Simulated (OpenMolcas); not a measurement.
C2+: RASPT2 settings compared

```
Program             : OpenMolcas
Basis               : ANO-L-VDZP [3s2p1d]
Scalar Hamiltonian  : non-relativistic, point nucleus
Active space        : 2 electrons in 9 orbitals (RAS2 2s 2p; RAS3 3d, at most 2 electrons)
State averaging     : 2S+1 = 1 even, 7 roots; 2S+1 = 3 even, 3 roots kept (CI in the orbitals of an earlier block); 2S+1 = 1 odd, 3 roots; 2S+1 = 3 odd, 3 roots kept (CI in the orbitals of an earlier block)
Spin-orbit coupling : state interaction with AMFI integrals over the reference wave functions, term energies averaged over their components
```

Methods on the same reference wave functions:
A. RASSCF
B. SS-RASPT2, IPEA 0.75 Eh, no level shift (closed shells correlated: 1s)
C. SS-RASPT2, IPEA 0.15 Eh, sigma2 regulariser 0.4 Eh (closed shells correlated: 1s)
D. MS-RASPT2, IPEA 0.75 Eh, no level shift (closed shells correlated: 1s)
E. MS-RASPT2, IPEA 0.15 Eh, sigma2 regulariser 0.4 Eh (closed shells correlated: 1s)
F. XMS-RASPT2, IPEA 0 Eh, no level shift (closed shells correlated: none)

Energies in eV above 2s² ¹S₀, the measured ground level; measured values from Moore, Selected Tables of Atomic Spectra, NSRDS-NBS 3, section 3.

```csv
Level,A,B,C,D,E,F,Measured
2s² ¹S₀,0.0000,0.0000,0.0000,0.0000,0.0000,0.0000,0.0000
2s 2p ³P°₀,6.7228,6.663,6.659,6.663,6.659,6.663,6.4927
2s 2p ³P°₁,6.7255,6.666,6.662,6.666,6.662,6.666,6.4956
2s 2p ³P°₂,6.7309,6.671,6.667,6.671,6.667,6.672,6.5026
2s 2p ¹P°₁,13.2434,13.235,13.234,13.235,13.234,13.248,12.6900
2p² ³P₀,17.4942,17.493,17.490,17.493,17.491,17.513,17.0386
2p² ³P₁,17.4969,17.495,17.493,17.496,17.493,17.516,17.0422
2p² ³P₂,17.5024,17.501,17.499,17.501,17.499,17.522,17.0481
2p² ¹D₂,18.5888,18.601,18.602,18.602,18.602,18.613,18.0863
2p² ¹S₀,23.8963,23.708,23.691,23.708,23.692,23.677,22.6296
```

Deviations, from unrounded energies. A percentage is the sum of absolute deviations over the sum of measured energies, with the sign that they share, or ± where signs differ.

```tsv
Against measurement	Levels	A	B	C	D	E	F
mean absolute deviation (cm-1)	9	3900	3600	3600	3600	3600	3600
other configurations (%)	9	+3.5	+3.2	+3.2	+3.2	+3.2	+3.3
```

B, C, D, E, F lie about equally close to measurement and A furthest from it. The largest miss of C in the table is 2p² ¹S₀, by +8600 cm-1. The ranking rests on the paired levels alone, and a cruder setting can come out closer through cancelling errors.

Among B to F the level of the table that moves most is 2p² ¹S₀, by 250 cm-1 (lowest in F, highest in D).

The lowest spin-free term lies below A's lowest term by 0.002 hartree in B, 0.002 hartree in C, 0.002 hartree in D, 0.002 hartree in E, 0.002 hartree in F.

Terms from blocks run as CI alone lack orbitals of their own. Active for correlation alone: 3d; no level in the range computed is led by a configuration that fills it, so any true level of that kind is missing. Computed and measured levels are paired by configuration, term and J; levels that our copy of the source lacks, or whose pairing is in doubt (as where it misses far off the trend of its configuration), stay unpaired and out of the deviations. Levels of configurations outside the active space are missing.

° marks odd parity.
